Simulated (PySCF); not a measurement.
## Working out the excitation energy of I

I [Kr] 4d10 5s2 5p5 (2P) → I [Kr] 4d10 5s1 5p5 5d1 (high-spin determinant). All numbers are calculated (PySCF 2.14, a scalar-relativistic core potential, in aug-cc-pVDZ-PP with ECP28MDF (5s4p3d, 32 functions)). Frozen: 4s2 4p6 4d10. Energies in hartree (1 hartree = 27.21139 eV):

| part | I (lower) | I (upper) |
| --- | --- | --- |
| UHF | -294.653725 | -293.887976 |
| MP2 opposite-spin | -0.061140 | -0.078692 |
| MP2 same-spin | -0.020893 | -0.017314 |

What does Hartree-Fock give?

(-293.887976) − (-294.653725) = 0.765749 hartree = 20.837 eV.

What do MP2 and SCS-MP2 (6/5 opposite-spin, 1/3 same-spin) give?

The opposite-spin parts differ by -0.478 eV and the same-spin parts by 0.097 eV. MP2: 20.837 + (-0.478) + (0.097) = 20.456 eV. SCS-MP2: 20.837 + 1.2 × (-0.478) + (0.097)/3 = 20.296 eV.

One determinant mixes LS terms, so it does not stand for a single term.

The upper state lies above the first ionisation limit, where it may autoionise and the basis confines it.

A double-zeta basis recovers only part of the correlation energy.
